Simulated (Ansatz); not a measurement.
Two structures of SnSiH$_{7}$Cl, singlet, reached by relaxing down either side of one saddle point (PBE0-D4/def2-TZVP). Energies are electronic, without zero-point energy. Program: Ansatz 0.2.0. Basis: def2-TZVPP and def2-QZVPP. Cores are frozen in the correlated methods. Filled d shells of the heavier atoms are correlated. Core potentials replace the inner electrons of the atoms past krypton. The def2 sets are not built for correlating such inner shells, so the correlated values are less sure here. Extrapolation: Hartree–Fock as exp(−7.88 √X), correlation as X^−2.97. First:

Sn1  (-1.085, 0.635, -0.789)
Si2  (0.170, -1.413, 0.108)
H3  (-0.063, 1.597, -1.755)
H4  (-1.707, 1.572, 0.491)
H5  (-2.391, 0.097, -1.751)
H6  (1.877, 0.865, 1.392)
Cl7  (1.890, 2.147, 1.409)
H8  (1.322, -1.010, 0.967)
H9  (0.714, -2.230, -1.008)
H10  (-0.726, -2.260, 0.937)
(Å)

Second:

```
10
angstrom
Sn -0.9474 1.9673 -0.6802
Si 0.8064 -2.0099 0.5772
H -0.6504 2.6481 -2.2091
H -2.3165 2.6278 0.0807
H -0.9802 0.2675 -0.7190
H 1.3612 -0.7074 1.0205
Cl 0.8766 2.5502 0.6521
H 1.6046 -3.1220 1.1530
H 0.8489 -2.0907 -0.9056
H -0.6034 -2.1310 1.0303
```

Question: Which bonds change from the first to the second?

Answer: SnSiH₆ ([SiH3][SnH3]) + HCl → SnH₃Cl ([Cl][SnH3]) + SiH₄; bonds formed: Sn1–Cl7, Si2–H6; bonds broken: Sn1–Si2, H6–Cl7.

Question: Give the saddle point's structure and its height above each. (Judge from chemistry; the value comes from the calculation.)

Answer: The calculation gives: 154.4 kJ/mol above the first and 215.5 kJ/mol above the second (CCSD(T) at an estimated basis limit (MP2 extrapolated from triple and quadruple zeta, plus CCSD(T) − MP2 in triple zeta)).
```
10
angstrom
Sn -0.7684 1.0555 -0.5520
Si 0.4726 -1.3582 0.3322
H 0.0081 1.8841 -1.8039
H -1.7350 1.8742 0.5671
H -1.6946 -0.2386 -1.2376
H 0.7799 0.3550 0.5820
Cl 1.4019 1.8870 1.0517
H 1.6391 -1.6888 1.1885
H 0.6739 -1.8692 -1.0462
H -0.7776 -1.9011 0.9182
```

No T1 diagnostic of these runs exceeds 0.015. The end structure is not quite a true minimum (one mode of 36i cm⁻¹).

Labels in which every atom is bracketed show which atoms are joined, not bond orders.

For scale, one of the runs: CCSD(T)/def2-TZVPP, 232 basis functions, launched by `ansatz run in.yaml --threads 4 --pin off --events-out ev --progress --plain --max-ram 9574MiB`. Hardware: 4 CPU threads of an Arm Neoverse V2, shared host. Wall time 96 s; peak host memory 4.1 GiB.
